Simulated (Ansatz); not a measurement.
Ansatz (a first-principles code) input:

Ansatz 0.2 input:
```yaml
crystal:
  periodic: [false, false, false]
  atoms:
    - {symbol: Se, position_ang: [-1.69381199, 0.00471556, 0.09582706]}
    - {symbol: C, position_ang: [0.09056619, 0.03122959, -0.03337844]}
    - {symbol: Se, position_ang: [1.73187779, -0.04283810, -0.06386097]}
    - {symbol: H, position_ang: [-1.83763439, 1.10878856, -0.88657641]}
basis:
  gaussian:
    orbitals: STO-3G
hamiltonian:
  xc: {name: PBE0}
total_charge: 1
```

Q: Which total energy does the run end on?

A: -4787.25412 Eh (PBE0/STO-3G). The basis has 42 functions.

It need not be the lowest isomer of its formula.
